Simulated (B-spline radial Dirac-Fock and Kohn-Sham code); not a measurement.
# Auger parameter of iridium: the M5 level and its strongest M5-NN line

Model: Dirac-Fock (average of configuration) total-energy differences with a finite nucleus, the Breit interaction including its frequency dependence, and self-energy and vacuum-polarisation corrections. Program: a radial finite-basis atomic code. The modified Auger parameter α′ is the binding energy plus the kinetic energy of the Auger electron; it does not depend on the energy zero. For free ions it tends to fall with charge, since less charge screens the final holes.

```
            species      configuration  binding 3d5/2 (eV)  Auger line  kinetic (eV)  α′ (eV)
               Ir⁴⁺  [Xe] 4f14 5d3 6s2              2113.1    N5N5 J=4        1343.7   3456.7
               Ir⁶⁺      [Xe] 4f14 5d3              2139.6    N5N5 J=4        1315.9   3455.5
               Ir⁷⁺      [Xe] 4f14 5d2              2159.5    N5N5 J=4        1295.9   3455.3
Ir⁷⁺ (Watson 2.7 Å)      [Xe] 4f14 5d2              2122.1    N5N5 J=4        1333.2   3455.3
```

Values without a named source are computed, but for edge energies of neutral atoms, which are taken from tables.
